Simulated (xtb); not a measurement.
xtb input (GFN1-xTB):

```bash
xtb mol.xyz --gfn 1 --sp --chrg 1 --uhf 0
```
mol.xyz:
```
7

B     -0.07256371     0.45146116    -0.35422101
O      1.06659339    -0.13500571     0.38864321
O     -1.16242726    -0.23827402    -0.13792737
H      0.19620846     1.40541215    -0.98849286
H      1.96950808     0.22686796     0.36475208
H     -1.99247755     0.02567489    -0.55813180
H      0.95625049    -0.92902301     0.94725092
```

End of the output:

```
         :::::::::::::::::::::::::::::::::::::::::::::::::::::
         ::                     SUMMARY                     ::
         :::::::::::::::::::::::::::::::::::::::::::::::::::::
         :: total energy             -12.532445709788 Eh    ::
         :: gradient norm              0.013621081601 Eh/a0 ::
         :: HOMO-LUMO gap              7.400078329930 eV    ::
         ::.................................................::
         :: SCC energy               -12.631854887120 Eh    ::
         :: -> electrostatic           0.167929479654 Eh    ::
         :: repulsion energy           0.100522495964 Eh    ::
         :: dispersion energy         -0.001113318632 Eh    ::
         :: halogen bond corr.         0.000000000000 Eh    ::
         :: add. restraining           0.000000000000 Eh    ::
         :: total charge               1.000000000000 e     ::
         :::::::::::::::::::::::::::::::::::::::::::::::::::::

           -------------------------------------------------
          |                Property Printout                |
           -------------------------------------------------

    * Orbital Energies and Occupations

         #    Occupation            Energy/Eh            Energy/eV
      -------------------------------------------------------------
         1        2.0000           -1.0954502             -29.8087
         2        2.0000           -1.0156877             -27.6383
         3        2.0000           -0.9406912             -25.5975
         4        2.0000           -0.9356687             -25.4608
         5        2.0000           -0.8586888             -23.3661
         6        2.0000           -0.8456290             -23.0107
         7        2.0000           -0.8119983             -22.0956
         8        2.0000           -0.7781125             -21.1735
         9        2.0000           -0.7084752             -19.2786 (HOMO)
        10                         -0.4365274             -11.8785 (LUMO)
        11                         -0.4174087             -11.3583
        12                         -0.3232808              -8.7969
        13                         -0.3155789              -8.5873
        14                         -0.2822900              -7.6815
        15                         -0.1011546              -2.7526
        16                          0.0052305               0.1423
Note: The following floating-point exceptions are signalling: IEEE_DENORMAL
normal termination of xtb
        17                          0.0489383               1.3317
        18                          0.0996035               2.7103
        19                          0.1937005               5.2709
        20                          0.5351016              14.5609
      -------------------------------------------------------------
                  HL-Gap            0.2719479 Eh            7.4001 eV
             Fermi-level           -0.5725013 Eh          -15.5786 eV

  Mulliken/CM5 charges         n(s)   n(p)   n(d)
     1B     0.62182  0.42760   0.850  1.528  0.000
     2O    -0.46403 -0.77093   1.676  4.788  0.000
     3O    -0.49490 -0.63487   1.667  4.828  0.000
     4H    -0.00784  0.10951   1.008  0.000  0.000
     5H     0.45495  0.62618   0.545  0.000  0.000
     6H     0.42485  0.60408   0.575  0.000  0.000
     7H     0.46515  0.63843   0.535  0.000  0.000

Wiberg/Mayer (AO) data.
largest (>0.10) Wiberg bond orders for each atom

 ---------------------------------------------------------------------------
     #   Z sym  total        # sym  WBO       # sym  WBO       # sym  WBO
 ---------------------------------------------------------------------------
     1   5 B    3.060 --     3 O    1.348     4 H    0.944     2 O    0.741
     2   8 O    2.305 --     5 H    0.770     7 H    0.756     1 B    0.741
     3   8 O    2.217 --     1 B    1.348     6 H    0.802
     4   1 H    0.996 --     1 B    0.944
     5   1 H    0.801 --     2 O    0.770
     6   1 H    0.827 --     3 O    0.802
     7   1 H    0.789 --     2 O    0.756
 ---------------------------------------------------------------------------

Topologies differ in total number of bonds
Writing topology from bond orders to xtbtopo.mol

 dipole moment from electron density (au)
     X       Y       Z
   1.1625   0.1358   0.2139  total (Debye):    3.024

           -------------------------------------------------
          | TOTAL ENERGY              -12.532445709788 Eh   |
          | GRADIENT NORM               0.013621081601 Eh/α |
          | HOMO-LUMO GAP               7.400078329930 eV   |
           -------------------------------------------------

------------------------------------------------------------------------
------------------------------------------------------------------------
 total:
 SCF:
```

It need not be the lowest isomer of its formula.
